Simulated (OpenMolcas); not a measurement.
Se²⁺: effect of the active space

```yaml
Program: OpenMolcas 26.06
Method: SS-CASPT2, IPEA 0.25 Eh, imaginary shift 0.1 Eh
Basis: ANO-R1
Scalar_Hamiltonian: X2C, finite nucleus
Spin-orbit_coupling: RASSI with atomic mean-field integrals over the reference wave functions, term energies averaged over their components
```

A. 2 electrons in 3 orbitals (4p); 2S+1 = 3 even, 3 roots; 2S+1 = 1 even, 6 roots; closed shells correlated: 3d 4s; CASPT2 step roughly 0.6 core-seconds
B. 4 electrons in 4 orbitals (4s 4p); 2S+1 = 3 even, 6 roots; 2S+1 = 1 even, 11 roots; 2S+1 = 5 odd, 1 root; 2S+1 = 3 odd, 9 roots; 2S+1 = 1 odd, 8 roots; closed shells correlated: 3d; CASPT2 step roughly 2.4 core-seconds

Energies in cm⁻¹ above 4s² 4p² ³P₀, the measured ground level; measured values from Moore, Atomic Energy Levels, vol. II, NSRDS-NBS 35 (1971 reprint of NBS Circular 467, 1952).

```json
{"Level": "4s² 4p² ³P₀", "A": "0.0", "B": "0.0", "Measured": "0.0"}
{"Level": "4s² 4p² ³P₁", "A": "1617", "B": "1596", "Measured": "1741"}
{"Level": "4s² 4p² ³P₂", "A": "3790", "B": "3700", "Measured": "3937"}
{"Level": "4s² 4p² ¹D₂", "A": "14500", "B": "14130", "Measured": "13032"}
{"Level": "4s² 4p² ¹S₀", "A": "30320", "B": "29260", "Measured": ""}
```

Deviations, from unrounded energies. A percentage is the sum of absolute deviations over the sum of measured energies, with the sign that they share, or ± where signs differ.

```json
{"Against measurement": "mean absolute deviation (cm-1)", "Levels": "3", "A": "580", "B": "490"}
{"Against measurement": "fine structure of the ground term (%)", "Levels": "2", "A": "-4.8", "B": "-6.7"}
{"Against measurement": "other terms of the ground configuration (%)", "Levels": "1", "A": "+11.3", "B": "+8.5"}
```

B lies closest to measurement on these levels. The largest miss of B in the table is 4s² 4p² ¹D₂, by +1100 cm-1. The ranking rests on the paired levels alone, and a cruder setting can come out closer through cancelling errors.

Between A and B the level of the table that moves most is 4s² 4p² ¹S₀, by 1100 cm-1 (lowest in B, highest in A). Moves below CASPT2's spread within the term are not significant.

CASPT2 does not keep the components of a term degenerate, so their means are used; among the terms shown or strongly mixed into the levels shown the widest spread is 110 cm-1 (4s² 4p² ¹D, A). Over all roots computed the reference weight is 0.86 to 0.97 in B; the roots of lowest weight are the least certain, and an intruder state may touch them. With the s shell closed, the reference lacks s² → p² mixing (holds for A). Computed and measured levels are paired by configuration, term and J; levels that our copy of the source lacks, or whose pairing is in doubt (as where it misses far off the trend of its configuration), stay unpaired and out of the deviations. Only configurations of the active space appear. The table leaves out levels that lie high or whose names do not pair safely across all columns.
